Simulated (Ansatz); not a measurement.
Start from `CC(C)[Si]Cl` and change one atom or group to get `CC(C)C#N`.

Ansatz, PBE0-D4/def2-TZVP geometries, multiplicity 1. Each molecule was computed in one conformer, which needn't be the lowest.

```csv
property,`CC(C)[Si]Cl`
HOMO–LUMO gap (PBE/def2-TZVPP) / eV,2.12
LUMO energy (ωB97M-V/def2-TZVPP) / eV,-0.46
HOMO energy (ωB97M-V/def2-TZVPP) / eV,-8.51
HOMO–LUMO gap (PBE0/def2-TZVPP) / eV,4.01
size of the dipole moment (ωB97M-V/def2-TZVPP) / D,1.88
HOMO energy (PBE/def2-TZVPP) / eV,-5.36
```

Q: Give the same properties after the change, and the shifts. (An estimate is asked.)

A: Computed: 
```
                                          property  `CC(C)C#N`  shift
               HOMO–LUMO gap (PBE/def2-TZVPP) / eV        7.48   5.36
             LUMO energy (ωB97M-V/def2-TZVPP) / eV        2.06   2.52
             HOMO energy (ωB97M-V/def2-TZVPP) / eV      -11.55  -3.04
              HOMO–LUMO gap (PBE0/def2-TZVPP) / eV        9.74   5.73
size of the dipole moment (ωB97M-V/def2-TZVPP) / D        4.11   2.23
                 HOMO energy (PBE/def2-TZVPP) / eV       -7.88  -2.52
```

With PBE0 the HOMO falls by 2.79 eV and the LUMO rises by 2.95 eV, so the gap widens by about 5.74 eV. PBE moves the HOMO by -2.52 eV and ωB97M-V by -3.04 eV. Dipoles are sizes alone; their direction can turn.
